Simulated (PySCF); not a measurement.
Job file and geometry (Å, from PBE0-D3(BJ)/def2-SVP) of an NMR shielding run on SMILES O=C(Cl)c1cccs1, C5H3ClOS, PySCF, GIAO wB97X-D/pcSseg-2 NMR shielding, non-relativistic, gas phase; density fitting, a coarse starting grid and PySCF grid level 2 are the driver's defaults:

```
$ OMP_NUM_THREADS=1 python probes_run.py task.json out

{"job": {"kind": "nmr", "xc": "wB97X-D", "basis": "pcSseg-2", "pop": false}, "charge": 0, "multiplicity": 1}
O      2.429142     0.613241     1.823994
C      1.958543    -0.047394     0.954433
Cl     2.894953    -1.378311     0.212239
C      0.626973     0.099861     0.381889
C      0.004143    -0.600852    -0.631931
C     -1.304476    -0.132254    -0.884631
C     -1.649027     0.915208    -0.060372
S     -0.398777     1.339657     1.020167
H      0.492021    -1.420599    -1.158801
H     -1.970100    -0.546333    -1.642320
H     -2.592174     1.461267    -0.040279
```

**Question.** Write the output of this run.

**Answer.** 
```
coarse grid: 11624 points
cycle   1  E = -1125.8008809474  dE =  1.797e+00  |g| = 9.191e-01  |ddm| = 2.713e+00
cycle   2  E = -1125.5456042500  dE =  2.553e-01  |g| = 1.561e+00  |ddm| = 1.502e+00
cycle   3  E = -1125.9754203038  dE = -4.298e-01  |g| = 1.080e-01  |ddm| = 9.405e-01
cycle   4  E = -1125.9774497205  dE = -2.029e-03  |g| = 6.791e-02  |ddm| = 1.675e-01
cycle   5  E = -1125.9784542337  dE = -1.005e-03  |g| = 1.368e-02  |ddm| = 6.652e-02
cycle   6  E = -1125.9785101072  dE = -5.587e-05  |g| = 6.953e-03  |ddm| = 2.680e-02
cycle   7  E = -1125.9785251738  dE = -1.507e-05  |g| = 1.769e-03  |ddm| = 1.038e-02
cycle   8  E = -1125.9785270794  dE = -1.906e-06  |g| = 1.011e-03  |ddm| = 5.183e-03
final grid: 106856 points
cycle   9  E = -1125.9911146983  dE = -2.526e-04  |g| = 6.984e-03  |ddm| = 7.030e-02
cycle  10  E = -1125.9911164085  dE = -1.710e-06  |g| = 6.371e-03  |ddm| = 1.193e-02
cycle  11  E = -1125.9911241648  dE = -7.756e-06  |g| = 1.263e-03  |ddm| = 5.355e-03
cycle  12  E = -1125.9911243504  dE = -1.856e-07  |g| = 7.608e-04  |ddm| = 1.284e-03
cycle  13  E = -1125.9911244649  dE = -1.145e-07  |g| = 1.569e-04  |ddm| = 5.461e-04
cycle  14  E = -1125.9911244737  dE = -8.760e-09  |g| = 4.379e-05  |ddm| = 2.523e-04
cycle  15  E = -1125.9911244748  dE = -1.100e-09  |g| = 2.238e-05  |ddm| = 9.654e-05
cycle  16  E = -1125.9911244751  dE = -3.417e-10  |g| = 9.145e-06  |ddm| = 5.819e-05
converged SCF energy = -1125.9911244751

GIAO shielding tensors (ppm)
atom      isotropic    diamagn.    paramagn.     s11        s22        s33       span
  0 O     -212.645     393.061    -605.706   -567.849   -313.231    243.146    810.995
  1 C       10.559     249.621    -239.062    -90.734     48.883     73.528    164.262
  2 Cl     518.053    1146.761    -628.708    135.516    424.237    994.407    858.892
  3 C       32.019     256.688    -224.669    -26.162     22.037    100.181    126.342
  4 C       33.343     254.456    -221.113    -47.893      1.191    146.732    194.626
  5 C       47.544     252.706    -205.162    -37.299     30.703    149.227    186.526
  6 C       30.614     258.794    -228.180    -75.202     24.326    142.718    217.921
  7 S      228.576    1057.869    -829.293     75.095    218.878    391.753    316.658
  8 H       23.120      31.839      -8.719     19.698     22.378     27.284      7.585
  9 H       24.095      30.223      -6.128     21.048     24.525     26.713      5.665
 10 H       23.389      29.657      -6.268     20.896     23.092     26.180      5.284
```

**Question.** Turn these shieldings into chemical shifts. References, each an isolated molecule treated in the same way: $^{17}$O (326.83 ppm) vs H2O; TMS for $^{13}$C (184.42 ppm), $^{1}$H (31.36 ppm); $^{35}$Cl (935.79 ppm) vs HCl; $^{33}$S (499.87 ppm) vs CS2.

**Answer.** Averaging equivalent atoms: O 0: 539.5; C 1: 173.9; C 6: 153.8; C 3: 152.4; C 4: 151.1; C 5: 136.9; Cl 2: 418; S 7: 271; H 8: 8.24; H 10: 7.97; H 9: 7.26 ppm. Unscaled 17O shifts of doubly bonded oxygen tend to come out too high, by tens of ppm or more. Experimental scales use liquid or dissolved standards, which lie at an offset from isolated H2O (liquid H2O: subtract about 36 ppm).

Size and cost of the density-fitted run: 344 basis functions, 80 s wall time on 1 thread of an Arm Neoverse V1, shared host; peak memory 1.7 GiB.
